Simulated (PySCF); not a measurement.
Highest orbital energy against ionisation energy along the 5p block

Calculated with PySCF 2.14, no spin-orbit coupling. Each cell gives −ε(HOMO) / ΔSCF in eV; NIST values include spin-orbit coupling, (s) semi-empirical, (t) theoretical.

```tsv
species	UHF	LDA	PBE	PBE0	r2SCAN	NIST (lowest levels)
In+ (ANO-RCC-VTZP, spin-free X2C)	17.292 / 17.022	15.320 / 19.416	14.925 / 18.973	15.730 / 18.659	15.113 / 18.693	18.870
Sn+ (ANO-RCC-VTZP, spin-free X2C)	14.046 / 13.755	10.721 / 14.422	10.651 / 14.225	11.650 / 14.264	10.974 / 14.375	14.633
Sb+ (ANO-RCC-VTZP, spin-free X2C)	16.422 / 16.046	12.677 / 16.715	12.603 / 16.508	13.730 / 16.575	12.978 / 16.690	16.626 ± 0.025
Te+ (ANO-RCC-VTZP, spin-free X2C)	18.890 / 18.435	14.653 / 19.011	14.590 / 18.817	15.859 / 18.930	15.043 / 19.070	18.6 ± 0.4
I+ (ANO-RCC-VTZP, spin-free X2C)	18.412 / 17.718	14.734 / 19.077	14.579 / 18.770	15.790 / 18.791	14.864 / 18.790	19.131
Xe+ (ANO-RCC-VTZP, spin-free X2C)	20.909 / 20.096	16.816 / 21.421	16.648 / 21.095	17.979 / 21.142	16.985 / 21.143	20.975 (s)
```

How far is −ε(HOMO) from ΔSCF on average for each method, and why?

UHF 0.48 eV; LDA -4.19 eV; PBE -4.07 eV; PBE0 -2.94 eV; r2SCAN -3.80 eV. Hartree-Fock orbital energies lack relaxation and so exceed the ΔSCF value; semilocal functionals have convex E(N) from self-interaction, so their HOMO lies far too high; exact exchange moves hybrids part of the way back.
